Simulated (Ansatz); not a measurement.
## Setting up doublet C2H4BCl+ in Ansatz

C2H4BCl+: 8 atoms, total charge +1, spin state doublet. SMILES of the parent species: `C=CBCl`. The shape was relaxed beforehand at wB97X-V/def2-SVP.

```xyz
8

C     0.5297    1.1694   -0.3578
C     0.0867    0.1691    0.4836
B    -0.5699   -1.1906    0.0060
Cl    0.1920   -2.6972   -0.0831
H     0.1229    1.3085   -1.3714
H     1.3427    1.8441   -0.0440
H     0.1272    0.3269    1.5792
H    -1.7395   -0.9873   -0.2682
```

Settings wanted:

```yaml
basis_set: def2-SVP
integral_approximation: automatic
task: energy
method: DFT
functional: PBE
dispersion: none
reference: UKS
relativity: none
accuracy: medium
```

Task: Give an Ansatz 0.2.0 job that does this.

Result: One that was run (others would do as well):

molecule.yaml:
```yaml
crystal:
  periodic: [false, false, false]
  atoms:
    - {symbol: C, position_ang: [0.529732, 1.169382, -0.357767]}
    - {symbol: C, position_ang: [0.086717, 0.169097, 0.483640]}
    - {symbol: B, position_ang: [-0.569919, -1.190627, 0.006039]}
    - {symbol: Cl, position_ang: [0.191972, -2.697227, -0.083131]}
    - {symbol: H, position_ang: [0.122943, 1.308514, -1.371370]}
    - {symbol: H, position_ang: [1.342749, 1.844067, -0.044012]}
    - {symbol: H, position_ang: [0.127205, 0.326938, 1.579151]}
    - {symbol: H, position_ang: [-1.739498, -0.987345, -0.268250]}
basis:
  gaussian:
    orbitals: def2-SVP
total_charge: 1
magnetization:
  spin_polarized: true
  initial_magnetization: 1
hamiltonian:
  xc: {name: PBE}
```

```bash
$ ansatz run molecule.yaml --threads 1 --pin off --max-ram 3480MiB --events-out events.jsonl --progress --plain --runs-dir runs
```

Calculated total energy: -562.75645 Eh.
